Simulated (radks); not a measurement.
The numbers below are computed, except where a source is named.
Question: These are the eigenvalues of the occupied orbitals of an atom or ion with whole-number occupations (hartree). Level of theory: Dirac Kohn-Sham, exchange-only PBE, spin-unpolarised, spherical densities, finite nucleus; Fermi nuclear charge, rms radius of each element as measured or else 0.836 A^(1/3) + 0.57 fm (a radial shooting solver on a logarithmic mesh with Libxc functionals).

| orbital | eigenvalue |
|---|---|
| 1s1/2 | -1316.090 |
| 2s1/2 | -207.6789 |
| 2p1/2 | -195.4835 |
| 2p3/2 | -182.5355 |
| 3s1/2 | -44.39027 |
| 3p1/2 | -39.29445 |
| 3p3/2 | -36.81313 |
| 3d3/2 | -27.85612 |
| 3d5/2 | -27.32920 |
| 4s1/2 | -9.60827 |
| 4p1/2 | -7.77833 |
| 4p3/2 | -7.27041 |
| 4d3/2 | -4.29157 |
| 4d5/2 | -4.20683 |
| 5s1/2 | -2.37026 |
| 5p1/2 | -1.87507 |
| 5p3/2 | -1.79650 |

Which element is it, and in what charge state? The configuration may be excited. Open shells, if any, fill j = l - 1/2 first.

Answer: Z = 55, caesium, charge +4: Cs4+ in [Kr] 4d10 5s2 5p3. The list shows which subshells hold electrons but not how many an open one holds; the 1s level, -1316.1 hartree, gives Z - s = 51.3 by -(Z - s)^2/2, which with screening and relativity narrows Z to a few neighbours, and the depths of the outer levels then fix element, charge and occupations together.
